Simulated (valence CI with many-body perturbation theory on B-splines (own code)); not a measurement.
Fe13+: calculated level list

Level of theory: valence CI with perturbative core correlation (CI+MBPT): three valence electrons over a frozen Dirac-Fock core [Ne], a basis of 9 s, 9 p, 8 d, 6 f, 3 g, 1 h functions for each j, with the one-electron correlation potential Σ1, the two-electron term Σ2, the three-electron term Σ3, Breit, model QED; selected CI, second order for the rest, scaled by the run's own slope (own B-spline code, finite nucleus).

No measured levels were compared; by estimate levels of excited configurations hold to 0.05 to 0.15 % of their energy, terms of the ground configuration to about 0.5 %.

Levels 1 to 32 of 32, with energies above the lowest level, 3s²3p ²P°_1/2. "Leading %" is the weight of the configuration and term that name the level; weights of strongly mixed levels are sums over their largest components and can fall short, so below about 35 % the name and the second component can differ from the true leading terms, or belong to a minority configuration.

| No. | Configuration | Term | J | E (cm⁻¹) | Leading % | g | Second component |
| --- | --- | --- | --- | --- | --- | --- | --- |
| 1 | 3s²3p | ²P° | 1/2 | 0 | 97 | 0.665 |  |
| 2 | 3s²3p | ²P° | 3/2 | 18862 | 97 | 1.333 |  |
| 3 | 3s3p² | ⁴P | 1/2 | 224970 | 98 | 2.661 |  |
| 4 | 3s3p² | ⁴P | 3/2 | 232680 | 99 | 1.732 |  |
| 5 | 3s3p² | ⁴P | 5/2 | 242280 | 97 | 1.592 |  |
| 6 | 3s3p² | ²D | 3/2 | 299280 | 86 | 0.804 | 11 % 3s²3d ²D |
| 7 | 3s3p² | ²D | 5/2 | 301510 | 86 | 1.208 | 11 % 3s²3d ²D |
| 8 | 3s3p² | ²S | 1/2 | 365010 | 76 | 1.714 | 21 % 3s3p² ²P |
| 9 | 3s3p² | ²P | 1/2 | 388850 | 75 | 0.961 | 22 % 3s3p² ²S |
| 10 | 3s3p² | ²P | 3/2 | 396870 | 96 | 1.329 |  |
| 11 | 3s²3d | ²D | 3/2 | 473290 | 86 | 0.799 | 11 % 3s3p² ²D |
| 12 | 3s²3d | ²D | 5/2 | 475270 | 86 | 1.200 | 11 % 3s3p² ²D |
| 13 | 3p³ | ²D° | 3/2 | 576370 | 64 | 0.861 | 27 % 3s3p3d ²D° |
| 14 | 3p³ | ²D° | 5/2 | 580220 | 69 | 1.199 | 30 % 3s3p3d ²D° |
| 15 | 3p³ | ⁴S° | 3/2 | 589130 | 92 | 1.930 |  |
| 16 | 3s3p3d | ⁴F° | 3/2 | 641650 | 97 | 0.422 |  |
| 17 | 3p³ | ²P° | 1/2 | 642530 | 80 | 0.665 | 17 % 3s3p3d ²P° |
| 18 | 3s3p3d | ⁴F° | 5/2 | 645740 | 98 | 1.031 |  |
| 19 | 3p³ | ²P° | 3/2 | 646050 | 71 | 1.323 | 18 % 3s3p3d ²P° |
| 20 | 3s3p3d | ⁴F° | 7/2 | 651670 | 99 | 1.239 |  |
| 21 | 3s3p3d | ⁴F° | 9/2 | 660010 | 100 | 1.333 |  |
| 22 | 3s3p3d | ⁴P° | 5/2 | 690120 | 66 | 1.513 | 28 % 3s3p3d ⁴D° |
| 23 | 3s3p3d | ⁴D° | 3/2 | 692470 | 60 | 1.398 | 38 % 3s3p3d ⁴P° |
| 24 | 3s3p3d | ⁴D° | 1/2 | 693960 | 87 | 0.323 | 12 % 3s3p3d ⁴P° |
| 25 | 3s3p3d | ⁴D° | 7/2 | 703170 | 98 | 1.426 |  |
| 26 | 3s3p3d | ⁴P° | 1/2 | 703610 | 88 | 2.345 | 12 % 3s3p3d ⁴D° |
| 27 | 3s3p3d | ⁴D° | 5/2 | 703940 | 70 | 1.427 | 27 % 3s3p3d ⁴P° |
| 28 | 3s3p3d | ⁴P° | 3/2 | 704010 | 60 | 1.516 | 39 % 3s3p3d ⁴D° |
| 29 | 3s3p3d | ²D° | 3/2 | 717290 | 78 | 0.816 | 17 % 3p³ ²D° |
| 30 | 3s3p3d | ²D° | 5/2 | 717920 | 74 | 1.222 | 16 % 3p³ ²D° |
| 31 | 3s3p3d | ²F° | 5/2 | 745160 | 97 | 0.863 |  |
| 32 | 3s3p3d | ²F° | 7/2 | 760050 | 99 | 1.142 |  |

Names give the largest LS component (configuration and term), which can be under half, so a name can repeat, a term be missing and a line seem to break the LS rules; names also repeat where a configuration has a term twice.

The ionisation energy to 3s² ¹S0 of the next ion comes out as 392.17 eV (NIST: 392.2 ± 0.7 eV (semi-empirical)). All 32 levels together are meant to be complete up to 774950 cm⁻¹.
